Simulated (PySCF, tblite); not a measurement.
Dissociation curve of SMILES [F][Be][F]. The Be1–F3 bond (Be1 also carries F; F3 carries nothing else) is stretched with both fragments frozen at the PBE0/def2-TZVP optimised geometry.

- GFN2-xTB, 300 K electronic temperature (tblite)
- UCCSD(T) = CCSD(T) on UHF/cc-pVDZ, 2 core orbitals frozen (PySCF)

Energies relative to the lowest point of each curve near equilibrium, in kcal/mol; the last columns give the difference from UCCSD(T):

| R / Å | GFN2-xTB | UCCSD(T) | GFN2-xTB − UCCSD(T) |
|---|---|---|---|
| 1.05 | 92.8 | 109.5 | -16.7 |
| 1.10 | 56.6 | 72.9 | -16.3 |
| 1.16 | 28.7 | 42.1 | -13.5 |
| 1.25 | 7.2 | 14.9 | -7.6 |
| 1.31 | 1.5 | 5.5 | -4.0 |
| 1.35 | 0.1 | 2.0 | -1.9 |
| 1.38 | 0.0 | 0.6 | -0.6 |
| 1.42 | 0.8 | 0.0 | 0.8 |
| 1.45 | 2.0 | 0.4 | 1.6 |
| 1.51 | 5.4 | 2.9 | 2.5 |
| 1.61 | 13.0 | 10.7 | 2.3 |
| 1.71 | 21.6 | 21.3 | 0.3 |
| 1.86 | 34.8 | 39.5 | -4.7 |
| 2.05 | 50.6 | 63.1 | -12.6 |
| 2.26 | 65.8 | 87.6 | -21.8 |
| 2.49 | 79.9 | 110.7 | -30.8 |
| 2.75 | 92.6 | 130.3 | -37.7 |
| 3.02 | 102.9 | 144.2 | -41.3 |
| 3.39 | 113.0 | 151.9 | -39.0 |
| 3.74 | 119.3 | 153.9 | -34.6 |
| 4.12 | — | 154.6 | — |
| 4.78 | — | 155.0 | — |

GFN2-xTB is furthest from UCCSD(T) at 3.02 (-41.3 kcal/mol, below); its mean absolute difference over the points is 14.5 kcal/mol.

A dash means that the run gave no value there, or that the column was ended at a point which the program doubted or which failed a test of continuity chosen for this set; such a test can also cut sound points.

The unrestricted determinant behind UCCSD(T) is spin-contaminated at 2.26 to 4.78 Å (<S²> up to 1.0, against 0.00 for a pure singlet).
